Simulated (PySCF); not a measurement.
## Telling isomers of C4H14N2Si2 apart by NMR

Method: GFN2-xTB geometry, shielding tensors at PBE0/pcSseg-1 (GIAO), in PySCF 2.14.0 with density-fitted response routines (one conformer, no relativistic terms, equivalent nuclei averaged, no solvent).

References, each an isolated molecule treated in the same way: $^{1}$H (σref 31.72), $^{13}$C (σref 186.93) vs TMS. Where no couplings were computed, multiplicities follow the n + 1 count of equivalent neighbours, and m marks all less simple cases (inequivalent or close neighbours, rings, F or P nearby). Shifts are as computed. Against solution values, carbons near 30 ppm lie about +3 ppm off and those near 130 ppm about +5 ppm. Of 1309 compounds with measured shifts, 239 miss one by over three times the rms of a fit or turn the order of signals round; such compounds aren't used in these exercises. OH and NH positions are gas-phase values without hydrogen bonding to other molecules.

(1) Tabulate the signals of `C=C[Si@@H]([SiH2]N)N(C)C`, `[SiH3][C@H]1CCCNN1[SiH3]` and their relative energies.

(2) What is the quickest way to tell C=C[Si@@H]([SiH2]N)N(C)C from [SiH3][C@H]1CCCNN1[SiH3]?

Answers

(1) 
```json
{"SMILES": "C=C[Si@@H]([SiH2]N)N(C)C", "carbon types": "1×CH 1×CH2 2×CH3", "δC": "147.4, 142.3, 41.0", "δH": "6.84 (m, 1H), 6.62 (m, 1H), 6.40 (m, 1H), 5.20 (m, 1H), 5.16 (m, 1H), 4.95 (m, 1H), 2.51 (s, 6H), -0.52 (br s, 2H)", "E rel. (kcal/mol)": "0.0"}
{"SMILES": "[SiH3][C@H]1CCCNN1[SiH3]", "carbon types": "1×CH 3×CH2", "δC": "51.5, 50.2, 31.4, 27.3", "δH": "4.84 (s, 3H), 4.11 (d, 3H), 3.13 (m, 1H), 3.08 (m, 1H), 2.98 (m, 1H), 2.53 (br s, 1H), 1.95 (m, 1H), 1.86 (m, 1H), 1.62 (m, 1H), 1.50 (m, 1H)", "E rel. (kcal/mol)": "26.6"}
```

Energies are electronic energies at PBE0/pcSseg-1 on these geometries, without zero-point or thermal terms, each for the one conformer computed, which needn't be the lowest.

(2) Count the carbon signals: 3 against 4. The first has a terminal =CH2 carbon at 147.4 ppm, the second an sp3 CH2 bonded to N at 51.5 ppm. In the proton spectra the most deshielded non-exchanging signals are 6.84 (m, 1H) and 4.84 (s, 3H).
